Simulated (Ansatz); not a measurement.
Reaction (atomization): `N[SiH]([SiH3])[InH2]` → 8 H• + In• + N• + 2 Si•

Calculated with Ansatz (gas phase, PBE0-D4/def2-TZVP geometries, no zero-point term in ΔE). CCSD(T)/CBS adds triple-zeta CCSD(T) − MP2 to the extrapolated MP2 energy (def2 sets, frozen cores). This one scheme is used for every species, atoms too. For atomizations the MP2-based limit and the directly extrapolated one differ by several kJ/mol either way, and by 10 to 25 for some Ge, Se and Sn compounds, so smaller differences from it don't rank the levels. DFT in def2-TZVPP. B3LYP here is the variant with VWN-RPA as its local correlation; programs differ in this. Open shells (•) are unrestricted, without spin–orbit coupling. Spin–orbit coupling would lower the free atoms: a little for Si; strongly for In. def2 core potentials past Kr. For In outer-core shells are correlated without core-valence functions, so the limit isn't a true one: a few kJ/mol of doubt a bond, and 10 to 20 or more in all where bonds break to atoms. Each species was taken in one conformer, which may not be the lowest.

CCSD(T)/CBS gives +797.9 kcal/mol.

Q: Another level gave +802.5 kcal/mol. Which?
A. B3LYP-D4/def2-TZVPP
B. CAM-B3LYP/def2-TZVPP
C. LDA (SPW92)/def2-TZVPP
D. B97M-V/def2-TZVPP

A: D. B97M-V 802.5, B3LYP-D4 794.4, CAM-B3LYP 792.8, LDA (SPW92) 890.4 kcal/mol.

Largest T1 diagnostic among the species: 0.015.

The D4 term adds +10.7 kcal/mol with B3LYP and +5.7 kcal/mol with PBE0; it sums over pairs of atoms, weighted by their polarisabilities, and B3LYP, whose exchange is more repulsive, gets the larger term. From BLYP to BHLYP (50 % exact exchange), in def2-TZVPP and without D4, ΔE moves by +1.4 kcal/mol. In def2-TZVPP, CCSD(T) changes the Hartree–Fock value by +202.8 kcal/mol (the triples alone add +8.9 kcal/mol) and MP2 by +193.0 kcal/mol; breaking electron pairs costs correlation energy, which Hartree–Fock lacks.
